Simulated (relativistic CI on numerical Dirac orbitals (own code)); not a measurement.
## Ca16+: q coefficients and field-shift factors

Computed by Dirac-Coulomb-Breit CI, separate exchange-only KLI orbitals for each configuration, derivatives by finite differences, unscaled Slater integrals, QED left out (own radial code, finite nucleus).

CI space (outside the closed core 1s2): 2s2, 2s 2p, 2p2, 2p 3s, 2p 3p, 2s 3s, 2s 3p, 2s 3d. Levels of other configurations are missing.

With x = (α/α₀)² − 1 an excitation energy changes as ω = ω₀ + qx; K = 2q/ω₀ is the relative enhancement. Terms are leading LS components, so labels can repeat. The field-shift factor is F = δν/δ⟨r²⟩ for the transition from the lowest level.

Lowest level 2s2 1S_0.

| Level | ω₀ (cm⁻¹) | q (cm⁻¹) | K | F (GHz/fm²) |
| --- | --- | --- | --- | --- |
| 2s 2p 3P°_0 | 260822 | 5898 | 0.0452 | -27.4 |
| 2s 2p 3P°_1 | 272012 | 15960 | 0.117 | -27.4 |
| 2s 2p 3P°_2 | 299211 | 44710 | 0.299 | -27.4 |
| 2s 2p 1P°_1 | 533458 | 35870 | 0.134 | -28.7 |
| 2p2 3P_0 | 695129 | 33350 | 0.096 | -57.9 |
| 2p2 3P_1 | 712413 | 54770 | 0.154 | -58 |
| 2p2 3P_2 | 732425 | 70040 | 0.191 | -58 |
| 2p2 1D_2 | 808646 | 76770 | 0.19 | -58 |
| 2p2 1S_0 | 983749 | 74280 | 0.151 | -55.4 |
| 2s 3s 3S_1 | 4988516 | 32500 | 0.013 | -15.8 |
| 2s 3s 1S_0 | 5038679 | 33710 | 0.0134 | -16.4 |
| 2s 3p 3P°_1 | 5114862 | 36060 | 0.0141 | -24.5 |
| 2s 3p 3P°_0 | 5115799 | 34640 | 0.0135 | -23.8 |
| 2s 3p 3P°_1 | 5123992 | 45560 | 0.0178 | -24.8 |
| 2s 3p 3P°_2 | 5126864 | 45810 | 0.0179 | -23.7 |
| 2s 3d 3D_1 | 5188144 | 45550 | 0.0176 | -23.9 |
| 2s 3d 3D_2 | 5189541 | 46890 | 0.0181 | -23.9 |
| 2s 3d 3D_3 | 5191835 | 49160 | 0.0189 | -23.8 |
| 2s 3d 1D_2 | 5242119 | 47760 | 0.0182 | -23.8 |
| 2p 3s 3P°_0 | 5318245 | 40550 | 0.0152 | -46.2 |
| 2p 3s 3P°_1 | 5326874 | 45890 | 0.0172 | -46 |
| 2p 3s 3P°_2 | 5358382 | 81180 | 0.0303 | -46.3 |
| 2p 3p 3D_1 | 5396375 | 44570 | 0.0165 | -54.4 |

At this charge energies of transitions that change n are usually good to better than 1 %, and those within a shell (Δn = 0) to a few per cent.
